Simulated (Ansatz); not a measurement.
Molecule: TiN, net charge 0, doublet state. SMILES: [N]#[Ti]
Structure (B3LYP-D3(BJ)/def2-TZVP (Ansatz, a first-principles code) minimum search):
```xyz
2

Ti     0.0000     0.0000    -0.3757
N      0.0000     0.0000     1.1809
```
Charge 0, spin multiplicity 2.

Wanted: vertical ionisation energy to the singlet, in eV. Conventions: no spin-orbit coupling; open shells spin-unrestricted; non-relativistic; six Cartesian d functions in 6-31G* and its kin unless marked 5d; LANL2DZ with its own core potentials from Na on; each state is the SCF solution reached for its charge and spin. Ab initio and DFT rows: single points at B3LYP-D3(BJ) geometries (Ansatz).

```
level                              program  vertical ionisation energy to the singlet (eV)
---------------------------------  -------  ----------------------------------------------
PBE/6-31G*                          Ansatz                                            6.67
PBE/6-31G* with LANL2DZ past Ar     Ansatz                                            6.79
B3LYP/STO-3G                        Ansatz                                            6.44
B3LYP/3-21G                         Ansatz                                            6.74
B3LYP/6-31G*                        Ansatz                                            6.81
B3LYP/6-31G* with LANL2DZ past Ar   Ansatz                                            6.87
PBE/def2-TZVPD                      Ansatz                                            6.80
PBE0/def2-TZVPD                     Ansatz                                            6.76
```

No value to compare with is used here. The 6 habitual levels span 6.44 (B3LYP/STO-3G) to 6.87 eV (B3LYP/6-31G* with LANL2DZ past Ar); PBE/def2-TZVPD gives 6.80.

The levels are drawn from those run, B3LYP/6-31G* more often than the rest, none by its result; runs whose electronic state is in doubt are left out.
